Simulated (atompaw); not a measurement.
**Ce (Z = 58): PAW (atompaw) pseudisation with PBE, scalar-relativistic reference atom.**

Input for atompaw 4.2.0.5:

```
Ce 58
GGA-PBE scalarrelativistic loggrid 2001 logderivrange -5 5 251
6 6 5 4 0 0
6 0 1.75
6 1 0.25
5 2 1
4 3 1
0 0 0
c
c
c
c
v
v
c
c
c
v
v
c
c
v
v
3
2.95 2.90 2.80 1.85
n
n
y
1.55
n
y
0.05
n
custom rrkj gramschmidtortho besselshape
bessel
1.95
2.95
2.95
2.95
2.95
2.95
1.90
1.90
PWSCFOUT
UPFDX 0.0125d0 UPFXMIN -7.d0 UPFZMESH 58.d0
END
```

Command:

```bash
atompaw < Ce.input > Ce.log
```

Output (summary file):

```
Completed calculations for Ce (AE)

 Exchange-correlation type: GGA, Perdew-Burke-Ernzerhof

 Radial integration grid is logarithmic
 r0 =   1.1590330E-04 h =   6.7223912E-03   n =      2001 rmax =   8.0000000E+01

 Scalar relativistic calculation

 AEatom converged in  38 iterations
   nz     =  58.00
   delta  =       2.033218878650E-15

 All Electron Orbital energies:
  n  l      occupancy      energy
  1  0      2.0000000E+00 -2.9599040E+03
  2  0      2.0000000E+00 -4.7393997E+02
  3  0      2.0000000E+00 -1.0207257E+02
  4  0      2.0000000E+00 -2.0671211E+01
  5  0      2.0000000E+00 -3.0048516E+00
  6  0      1.7500000E+00 -2.8744060E-01
  2  1      6.0000000E+00 -4.2444585E+02
  3  1      6.0000000E+00 -8.6334007E+01
  4  1      6.0000000E+00 -1.5534195E+01
  5  1      6.0000000E+00 -1.7282912E+00
  6  1      2.5000000E-01 -1.0936493E-01
  3  2      1.0000000E+01 -6.3985277E+01
  4  2      1.0000000E+01 -8.1420110E+00
  5  2      1.0000000E+00 -2.4202961E-01
  4  3      1.0000000E+00 -4.1689431E-01

 Total energy
   Total                    :   -17720.86879329811927

 ---
 Completed calculations for Ce (SC)

 Exchange-correlation type: GGA, Perdew-Burke-Ernzerhof

 Radial integration grid is logarithmic
 r0 =   1.1590330E-04 h =   6.7223912E-03   n =      2001 rmax =   8.0000000E+01

 Scalar relativistic calculation

 SCatom converged in   4 iterations
   nz     =  58.00
   delta  =       1.784504026866E-14

 Valence Electron Orbital energies:
  n  l      occupancy      energy
   5  0      2.0000000E+00 -3.0048516E+00
   6  0      1.7500000E+00 -2.8744060E-01
   5  1      6.0000000E+00 -1.7282912E+00
   6  1      2.5000000E-01 -1.0936493E-01
   5  2      1.0000000E+00 -2.4202961E-01
   4  3      1.0000000E+00 -4.1689431E-01

 Total energy
   Total                    :   -17720.86879329331350
   Valence                  :     -481.55400515757105

 PAW parameters:
       lmax =            3
         rc =    2.9683829380807984
        irc =         1511
   rc_shape =    2.9091163350565004
    rc_vloc =    2.8129564624383452
    rc_core =    1.8541502235767735
   Vloc: truncated form - Vps(r)=A.sin(qr)/r for r<rc
   Projector type: RRKJ pseudization + Gram-Schmidt ortho.
   Bessel compensation charge shape zeroed at   2.9091E+00

 Number of basis functions     8
 No.   n  nodes  l      Energy         Cp coeff         Occ
  1    5    4    0   -0.3004852E+01  0.1000000E+01  0.2000000E+01
  2    6    5    0   -0.2874406E+00  0.1238440E+01  0.1750000E+01
  3    5    3    1   -0.1728291E+01  0.1000000E+01  0.6000000E+01
  4    6    4    1   -0.1093649E+00  0.6425082E+00  0.2500000E+00
  5    5    2    2   -0.2420296E+00  0.1000000E+01  0.1000000E+01
  6  999    3    2    0.1550000E+01  0.5920331E+00  0.0000000E+00
  7    4    0    3   -0.4168943E+00  0.1000000E+01  0.1000000E+01
  8  999    1    3    0.5000000E-01  0.1119042E+00  0.0000000E+00

 Eigenvalues of overlap operator (in the basis of projectors):
    1        5.91084239E-02
    2        2.22958879E-01
    3        2.25769095E-01
    4        1.98323900E+00
    5        2.99482447E+00
    6        9.68727948E+00
    7        1.00437264E+01
    8        3.00632940E+01

 Orbital leakage outside PAW augmentation regions
   orb  is_core?  %out_of_sphere
   1 0    T           0.00
   2 0    T           0.00
   3 0    T           0.00
   4 0    T           0.00
   5 0    F           1.01
   6 0    F          83.92
   2 1    T           0.00
   3 1    T          -0.00
   4 1    T           0.00
   5 1    F           4.15
   6 1    F          95.09
   3 2    T           0.00
   4 2    T           0.00
   5 2    F          40.38
   4 3    F           1.73

 Summary of PAW energies
   Total valence energy     :   -481.55400701384923
   Smooth energy            :     29.59389283684895
   One center               :   -511.14789985069820
   Smooth kinetic           :     20.36234697822162
   Vloc energy              :     16.75340824811426
   Smooth exch-corr         :    -12.15726665730939
   One-center xc            :   -406.21106982292616
```

The run took about 9.8 s on one core of a shared server CPU.
